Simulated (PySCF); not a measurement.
The vertical singlet excitations below were computed for one of the candidates. Computed with TDDFT CAM-B3LYP/def2-SVPD, vertical, gas phase, core orbitals frozen in the response (PySCF). Geometries: PBE0-D3(BJ)/def2-SVP, one conformer each.

| state | E (eV) | λ (nm) | f |
| --- | --- | --- | --- |
| S1 | 5.36 | 231.5 | 0.0011 |
| S2 | 5.52 | 224.4 | 0.0033 |
| S3 | 5.55 | 223.6 | 0.0005 |
| S4 | 6.15 | 201.6 | 0.052 |
| S5 | 6.94 | 178.6 | 0.352 |
| S6 | 7.04 | 176.1 | 0.030 |
| S7 | 7.06 | 175.6 | 0.658 |
| S8 | 7.40 | 167.4 | 0.0003 |
| S9 | 7.54 | 164.4 | 0.033 |
| S10 | 7.61 | 162.9 | 0.0007 |

Triplets computed (Tamm–Dancoff): 4.24, 4.75, 4.80, 4.95 eV.

Orbital energies (eV): HOMO-3 -11.17, HOMO-2 -8.90, HOMO-1 -8.81, HOMO -8.51, LUMO 0.58, LUMO+1 0.73, LUMO+2 1.16.

Task: Which structure fits? All have the formula C6H7NO.
A. `N#C/C=C\CC(C)=O`
B. `COc1ccncc1`
C. `ONc1ccccc1`
D. `c1ccc(OC)cn1`

Result: B. Its S1, at 5.36 eV, is the highest among the candidates; the nearest of the others has S1 at 5.00 eV. S1 is HOMO-1→LUMO (98%). Löwdin shares by element: HOMO carbon 32% or more, oxygen 24%, nitrogen 17% (atoms not listed hold the other 27%); LUMO carbon 55% or more, nitrogen 11% (atoms not listed hold the other 34%). At the same level the other candidates give, for their lowest levels:
- `CC(=O)C/C=C\C#N`: 4.59 eV (f 0.000); 5.93 eV (f 0.150); 6.30 eV (f 0.232); 6.55 eV (f 0.019); 6.88 eV (f 0.003); HOMO -9.21, LUMO -0.50 eV
- `ONc1ccccc1`: 4.98 eV (f 0.029); 5.57 eV (f 0.111); 5.82 eV (f 0.027); 6.25 eV (f 0.002); 6.60 eV (f 0.005); T1 3.89 eV; HOMO -7.35, LUMO 0.84 eV
- `COc1cccnc1`: 5.00 eV (f 0.004); 5.13 eV (f 0.077); 5.75 eV (f 0.000); 6.07 eV (f 0.091); 6.68 eV (f 0.011); T1 4.00 eV; HOMO -8.05, LUMO 0.26 eV

The values belong to the conformer `[CH3:1][O:2][c:3]1[cH:4][cH:5][n:6][cH:7][cH:8]1`: C1–O2–C3–C4 179°.
